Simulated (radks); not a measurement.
Values are calculated unless marked as measured or tabulated.
These are the eigenvalues of the occupied orbitals of an atom or ion with whole-number occupations (hartree). Code: a radial shooting solver on a logarithmic mesh with Libxc functionals. Model: Dirac Kohn-Sham, LB94 model potential, spin-unpolarised, spherical densities, finite nucleus; Fermi nuclear charge, rms radius of each element as measured or else 0.836 A^(1/3) + 0.57 fm.

orbital  eigenvalue
1s1/2     -1085.945
2s1/2     -177.3309
2p1/2     -166.8970
2p3/2     -158.3164
3s1/2     -46.09313
3p1/2     -41.81702
3p3/2     -40.23378
3d3/2     -32.69272
3d5/2     -32.35876
4s1/2     -18.06775
4p1/2     -16.50908
4p3/2     -16.11682

Which element is it, and in what charge state? The configuration may be excited. Open shells, if any, fill j = l - 1/2 first.

Answer. Z = 50, tin, charge +16: Sn16+ in [Ar] 3d10 4s2 4p4. The list shows which subshells hold electrons but not how many an open one holds; the 1s level, -1085.9 hartree, gives Z - s = 46.6 by -(Z - s)^2/2, which with screening and relativity narrows Z to a few neighbours, and the depths of the outer levels then fix element, charge and occupations together.
